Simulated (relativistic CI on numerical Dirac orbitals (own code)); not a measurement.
# Judd-Ofelt analysis for Eu⁴⁺

Method of calculation: Dirac-Coulomb-Breit CI, orbitals from a KLI potential per configuration, QED by a radiative potential, valence Slater integrals scaled by 0.75 (own radial code, finite nucleus).

Configuration 4f5 alone, in intermediate coupling. Take Ω₂ = 2.97, Ω₄ = 2.88, Ω₆ = 0.98 (10⁻²⁰ cm²) and refractive index n = 1.88 as given. A_ED = 64π⁴e²ν³ n(n² + 2)²/[27h(2J + 1)] Σ Ω_λ |U^λ|², in Gaussian units with ν in cm⁻¹, and A_MD is n³ times the free-ion magnetic-dipole rate; a dash marks a rate that is forbidden or under 2 % of the level's free-ion decay.

Emitting level 6F°_11/2 at 12223 cm⁻¹ (radiative decay alone: multiphonon quenching in a host is left out, and the level can lie too high or too low):

```tsv
To	ν (cm⁻¹)	U² squared	U⁴ squared	U⁶ squared	Free-ion A(M1) (s⁻¹)
6H°_5/2	12223	0.0000	0.0005	0.0528	-
6H°_7/2	10878	0.0000	0.0103	0.2283	-
6H°_9/2	9361	0.0006	0.0691	0.5163	-
6H°_11/2	7751	0.0152	0.2527	0.7496	0.00436
6H°_13/2	6101	0.1674	0.5809	0.6941	0.00539
6F°_1/2	5108	0.0000	0.0000	0.0276	-
6F°_3/2	4892	0.0000	0.0046	0.0482	-
6H°_15/2	4459	1.0045	0.7605	0.3286	-
6F°_5/2	4360	0.0000	0.0244	0.0507	-
6F°_7/2	3248	0.0060	0.0494	0.0354	-
6F°_9/2	1733	0.0497	0.0621	0.0145	0.182
```

Q: Give the rates, branching ratios and the radiative lifetime.

A: The rates are:

```tsv
To	λ (nm)	A_ED (s⁻¹)	A_MD (s⁻¹)	β (%)
6H°_5/2	818	37.5	0	3.4
6H°_7/2	919	126	0	11.4
6H°_9/2	1068	224	0	20.2
6H°_11/2	1290	271	0.029	24.4
6H°_13/2	1639	250	0.0358	22.5
6F°_1/2	1958	1.39	0	0.1
6F°_3/2	2044	2.74	0	0.2
6H°_15/2	2243	188	0	17.0
6F°_5/2	2294	3.83	0	0.3
6F°_7/2	3079	2.57	0	0.2
6F°_9/2	5772	0.684	1.21	0.2
```

τ_rad = 9.03e-04 s. Computed level positions enter as ν³, so measured ones would change the rates. For the strongest line (1290 nm) and an assumed effective width Δλ = 50 nm (300 cm⁻¹), the Füchtbauer-Ladenburg formula σ = λ⁴A/(8πcn²Δλ) gives a peak emission cross-section of 0.56 × 10⁻²⁰ cm². The line to 6H°_15/2 has a large U² element and is therefore hypersensitive to the surroundings through Ω₂.
